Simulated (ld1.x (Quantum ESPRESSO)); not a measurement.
# Before and after: TM semilocal potential for chromium (Cr)

| Quantity | Value |
| --- | --- |
| Element | Cr (Z = 24) |
| Generator | ld1.x (Quantum ESPRESSO) 7.5 |
| Type | norm-conserving Troullier–Martins (semilocal form) |
| Functional | PBEsol |
| Relativity | scalar-relativistic |
| Frozen core | [Ar] |
| Valence charge | 6 |
| Reference configuration | 3d5 4s0 4p1 |
| Partial waves | 4s (bound, empty): rc 2.95 bohr; 4p (bound): rc 3.05 bohr; 3d (bound): rc 1.90 bohr |
| Local potential | the d channel |
| Core correction | none |

Change: reference 3d3 4s0 4p0.

Cutoffs: the cutoffs (Ry, on a coarse ladder) from which the occupation-weighted sum of valence levels, in a spherical-Bessel basis at the reference potential, stays within 10 and 1 mRy of its value at 400 Ry; they do not see the model core or the augmentation charge, which bear on the density cutoff. Errors are all-electron minus pseudo energies relative to the spin-unpolarised reference configuration.

**Question.** What does the change do?

**Answer.** The potential gets neither clearly harder nor softer (70 Ry and 80 Ry → 70 Ry and 80 Ry); the range in which the s phases agree narrows (upper end 1.4 → -0.6); the range in which the p phases agree narrows (upper end 2.1 → 0.2); neither file shows a bound ghost. A semilocal file is local in each channel, so a ghost entry of none says nothing of the separable form that plane-wave codes build from it.

| quantity | base | changed |
| --- | --- | --- |
| cutoff, loose | 70 Ry | 70 Ry |
| cutoff, tight | 80 Ry | 80 Ry |
| bound ghosts | none | none |
| largest error over its own tests, meV | -547 | -276 |
| s: phases at 3.29 bohr within 0.05 rad from the reference energy up to (Ry; the scan ends near 5) | 1.4 | -0.6 |
| p: phases at 3.29 bohr within 0.05 rad from the reference energy up to (Ry; the scan ends near 5) | 2.1 | 0.2 |
| d: phases at 3.29 bohr within 0.05 rad from the reference energy up to (Ry; the scan ends near 5) | 0.6 | -1.4 |
